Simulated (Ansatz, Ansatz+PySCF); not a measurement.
```xyz
3

S     0.0000    0.0000   -0.1040
H     0.0000    0.9715    0.8321
H     0.0000   -0.9715    0.8321
```

Basis set: def2-SVP (spherical functions). Frozen core: 5 orbitals. Charge 0, multiplicity 1.

Computed with Ansatz (development build ahead of 0.2.0); each method stands on the lowest determinant of its kind that the runs found. Restricted open shells among the atoms or ions are ROHF, correlated in semicanonical orbitals with singles. Restricted functionals stand beside restricted open-shell atoms, which can lie above the unrestricted atoms usual in DFT and then raise those values.

(1) Give the atomization energy at this shape (free ground-state atoms in the same class of orbitals less the molecule, no zero-point energy) of singlet H₂S by ωB97X (restricted), ωB97X (unrestricted), r²SCAN (restricted), r²SCAN (unrestricted), PBE0 (restricted), PBE0 (unrestricted), PBE (unrestricted), PBE (restricted), RHF-CCSD(T), RHF-MP2, RHF, UHF.

Results:

(1)

```json
{"method": "ωB97X (restricted)", "atomization energy": "755.1 kJ/mol"}
{"method": "ωB97X (unrestricted)", "atomization energy": "750.7 kJ/mol"}
{"method": "r²SCAN (restricted)", "atomization energy": "756.7 kJ/mol"}
{"method": "r²SCAN (unrestricted)", "atomization energy": "751.2 kJ/mol"}
{"method": "PBE0 (restricted)", "atomization energy": "744.0 kJ/mol"}
{"method": "PBE0 (unrestricted)", "atomization energy": "740.0 kJ/mol"}
{"method": "PBE (unrestricted)", "atomization energy": "749.8 kJ/mol"}
{"method": "PBE (restricted)", "atomization energy": "752.8 kJ/mol"}
{"method": "RHF-CCSD(T)", "atomization energy": "706.1 kJ/mol"}
{"method": "RHF-MP2", "atomization energy": "687.1 kJ/mol"}
{"method": "RHF", "atomization energy": "540.1 kJ/mol"}
{"method": "UHF", "atomization energy": "530.1 kJ/mol"}
```
